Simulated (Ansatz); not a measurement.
One change: `[CH3][Ga]([NH2])[CH2]F` becomes `[NH2][GaH][CH2]F`.

Ansatz, PBE0-D4/def2-TZVP geometries, multiplicity 1. Each molecule was computed in one conformer, which needn't be the lowest.

Scalar relativity is left out up to krypton.

| property | `[CH3][Ga]([NH2])[CH2]F` |
| --- | --- |
| HOMO energy (B3LYP/def2-TZVPP) / eV | -7.04 |
| size of the dipole moment (B3LYP/def2-TZVPP) / D | 2.17 |
| HOMO energy (PBE0/def2-TZVPP) / eV | -7.26 |
| HOMO energy (PBE/def2-TZVPP) / eV | -5.90 |
| LUMO energy (ωB97M-V/def2-TZVPP) / eV | 1.59 |
| LUMO energy (B3LYP/def2-TZVPP) / eV | -0.35 |

Q: Give the same properties after the change, and the shifts. (An estimate is asked.)

A: The calculation gave: 
```
                                        property  `[NH2][GaH][CH2]F`  shift
             HOMO energy (B3LYP/def2-TZVPP) / eV               -7.25  -0.21
size of the dipole moment (B3LYP/def2-TZVPP) / D                2.55   0.38
              HOMO energy (PBE0/def2-TZVPP) / eV               -7.47  -0.21
               HOMO energy (PBE/def2-TZVPP) / eV               -6.12  -0.22
           LUMO energy (ωB97M-V/def2-TZVPP) / eV                1.10  -0.49
             LUMO energy (B3LYP/def2-TZVPP) / eV               -0.86  -0.51
```

With PBE0 the HOMO falls by 0.21 eV and the LUMO falls by 0.50 eV, so the gap narrows by about 0.29 eV. PBE moves the HOMO by -0.22 eV and ωB97M-V by -0.19 eV. Dipoles are sizes alone; their direction can turn.

B3LYP here is the variant with VWN-RPA as its local correlation; programs differ in this.
